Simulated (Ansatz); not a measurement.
Stepwise reaction of `C#[C][Ge]([F])([F])[C]#C` with hydrogen, as a gas-phase model of exchange steps in deposition or etching. ΔE in kJ/mol; ΔG adds harmonic PBE0-D4 terms to CCSD(T)/CBS, at 1 bar.

Isolated molecules relaxed with PBE0-D4/def2-TZVP in Ansatz; ΔE leaves out vibrations. CBS: MP2 limit from def2 TZ/QZ plus the TZ coupled-cluster correction, frozen cores. This one scheme is used for every species. DFT in def2-TZVPP. B3LYP here is the variant with VWN-RPA as its local correlation; programs differ in this. For Ge outer-core shells are correlated without core-valence functions, which leaves a few kJ/mol of doubt a bond. Scalar relativity is left out up to krypton.

```tsv
step	reaction	PBE-D4	B3LYP-D4	ωB97M-V	CCSD(T)/CBS	ΔG(500 K)
1	`C#[C][Ge]([F])([F])[C]#C` + H₂ → `C#[C][GeH]([F])[F]` + `C#C`	-4.3	-6.3	-6.9	-3.0	-4.2
2	`C#[C][GeH]([F])[F]` + H₂ → `[F][GeH2][F]` + `C#C`	-1.3	-3.9	-3.8	0.3	4.9
```

Q: By hand: ΔE of the 2 steps together at CCSD(T)/CBS.

A: (-3.0) + (0.3) = -2.7 kJ/mol, or -1.4 kJ/mol a step.

In ΔE the steps differ by no more than 3.3 kJ/mol. ΔG lies between -4.2 and 4.9 kJ/mol a step. PBE-D4 differs from CCSD(T)/CBS by -1.6 to -1.3 kJ/mol a step. Only this route is followed, and other bonds may react first. Isolated molecules leave out the surface, adducts and barriers. Largest T1 diagnostic: 0.013.
